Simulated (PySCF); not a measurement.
Be(SeH)(GeH3) (BeGeH4Se), SMILES [GeH3][Be][SeH]. Atoms are numbered in the order given.

```xyz
7

Be     0.0297     0.0497    -0.0770
Se     0.7221     1.1738    -1.6335
H      2.1126     0.8532    -1.2424
Ge    -0.7467    -1.1429     1.5919
H     -0.7108    -2.6667     1.3219
H      0.0458    -0.9206     2.9037
H     -2.2207    -0.8010     1.9229
```

Geometry optimised at B3LYP-D3(BJ)/def2-SVP. The structure was generated by enumeration; whether it is a known compound was not checked. One conformer was computed; it need not be the lowest.

Two levels are set side by side: PBE/pcSseg-1 (PySCF) and HF/pcSseg-1 (PySCF). GIAO shifts against GeH4 (⁷³Ge), Me2Se (⁷⁷Se), TMS (¹H) at the same level; non-relativistic, no solvent, atoms listed together averaged. Differences are taken from unrounded values.

```
quantity                      PBE
-------------------------  ------
δ(⁷⁷Se) of Se2 (ppm)       -344.9
δ(¹H) of H3 (ppm)            1.24
δ(⁷³Ge) of Ge4 (ppm)       -112.2
δ(¹H) of H5, H6, H7 (ppm)    3.37
```

Question: These are the PBE values. What does HF give? (The exact figures need the calculation; the answer reports its results.)

Answer: 
```json
[
 {"quantity": "δ(⁷⁷Se) of Se2 (ppm)", "HF": "-220.0", "PBE minus HF": "-124.9"},
 {"quantity": "δ(¹H) of H3 (ppm)", "HF": "1.29", "PBE minus HF": "-0.05"},
 {"quantity": "δ(⁷³Ge) of Ge4 (ppm)", "HF": "-97.9", "PBE minus HF": "-14.3"},
 {"quantity": "δ(¹H) of H5, H6, H7 (ppm)", "HF": "3.21", "PBE minus HF": "0.16"}
]
```

Rough cost on one machine, each run with all the roots and properties that it gave: HF against PBE within a factor of 2.
